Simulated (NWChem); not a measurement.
Species: MgBrF; SMILES [Br][Mg][F]

```xyz
3

Mg    -0.0075     1.0753     0.0000
F     -0.1648     2.8211     0.0000
Br     0.2027    -1.2528     0.0000
```
Atoms are numbered in this order, from 1.

Results from NWChem. Geometry: optimised at PBE0/def2-SVP. GIAO values for the isolated, static molecule; σ is the absolute isotropic shielding, δ = σ(reference) − σ with the isolated reference molecule computed at the same levels (19F: trichlorofluoromethane). Spin-orbit effects, on the heavy nuclei and on their neighbours, are missing.

For level PBE0/pcSseg-1:

- σ Mg1 (ppm): 517.3
- δ F2 (ppm): -238.3

**Question.** Estimate the same quantities for level PBE/pcSseg-1.

**Answer.** The σ Mg1 (ppm) is 504.1 and the δ F2 (ppm) comes out as -245.0.
